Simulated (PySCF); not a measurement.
Compound: C7H16Si2.
Numbering: `[CH2:1]=[CH:2][CH2:3][C@@H:4]1[CH2:5][SiH2:6][SiH2:7][C@@H:8]1[CH3:9]`

Definitions: NICS(0) = −σiso at the ring centroid; NICS(1) = −σiso and NICS(1)zz = −σzz at ±1 Å along the ring normal z. Level: GIAO PBE0/pcSseg-1 (PySCF, non-relativistic, gas phase) on the GFN2-xTB geometry, one conformer.

Ring bond lengths (Å), with Mayer bond orders in brackets: C4–C5 1.534 (1.02), C5–Si6 1.915 (0.90), Si6–Si7 2.310 (0.92), Si7–C8 1.924 (0.86), C8–C4 1.539 (1.00).

Question: Give the NICS values of each ring in ppm.

Answer: 
```
            ring                                                type  NICS(0)  NICS(1), two faces  NICS(1)zz, two faces  rms pucker (Å)  centre to ring atoms, mean (Å)
C4–C5–Si6–Si7–C8  5-membered ring with 2 Si; formal bonds all single     -5.3         -3.9 / -4.8           -1.7 / -5.7            0.21                            1.53
```

Question: What can be read from them?

Answer: 
- C4–C5–Si6–Si7–C8: mean NICS(1)zz -3.7 ppm, shielded. C4, C5, Si6, Si7, C8 have four or more neighbours, and the NICS criterion for π rings isn't applied. The two faces differ by 4.0 ppm, so no symmetry operation interchanges them.

Question: At the first NICS(1) probe listed for ring C4–C5–Si6–Si7–C8, 1 Å off the ring, how large is the induced field along the normal in 1 T applied along it?

Answer: NICSzz × B0 = -1.7 ppm × 1 T = -2 μT, against the applied field.

Question: List the ring angles and the Hirshfeld charges of the ring atoms.

Answer: 
- C4–C5–Si6–Si7–C8: C4 109.8° (-0.023 e), C5 110.2° (-0.161 e), Si6 93.1° (+0.235 e), Si7 93.0° (+0.228 e), C8 109.2° (-0.102 e); sum 515.4° against 540° for a flat convex ring.

Question: How shielded are the nuclei of the rings and their hydrogens (means over atoms taken as equivalent)?

Answer: 
| atoms | environment | σ isotropic (ppm) | principal values of the symmetric part, first atom (ppm) |
| --- | --- | --- | --- |
| C4 | sp3 CH carbon | 140.3 | 122.0, 144.2, 154.8 |
| C5 | sp3 carbon bound to silicon | 168.0 | 151.5, 160.8, 191.6 |
| Si6 | SiH2 silicon | 422.9 | 381.6, 410.2, 476.8 |
| Si7 | SiH2 silicon | 415.6 | 373.9, 396.2, 476.7 |
| C8 | sp3 carbon bound to silicon | 155.6 | 137.4, 153.7, 175.7 |
| H on C4 | methine hydrogen | 29.60 | 26.1, 27.4, 35.4 |
| H on C5 | methylene hydrogen | 30.92 | 25.5, 28.3, 38.9 |
| H on C5 | methylene hydrogen | 30.03 | 24.8, 28.9, 36.4 |
| H on Si6 | Si–H hydrogen | 27.81 | 23.6, 26.3, 33.5 |
| H on Si6 | Si–H hydrogen | 27.93 | 24.3, 24.8, 34.6 |
| H on Si7 | Si–H hydrogen | 27.96 | 24.4, 25.2, 34.3 |
| H on Si7 | Si–H hydrogen | 28.10 | 24.8, 26.0, 33.4 |
| H on C8 | methine hydrogen | 30.36 | 26.1, 28.6, 36.4 |

The run took 1.9 min wall on an Arm Neoverse N1 with one thread, shared host, and the process peaked at 1.1 GiB of memory. This is the whole shielding run at PBE0/pcSseg-1, SCF included.
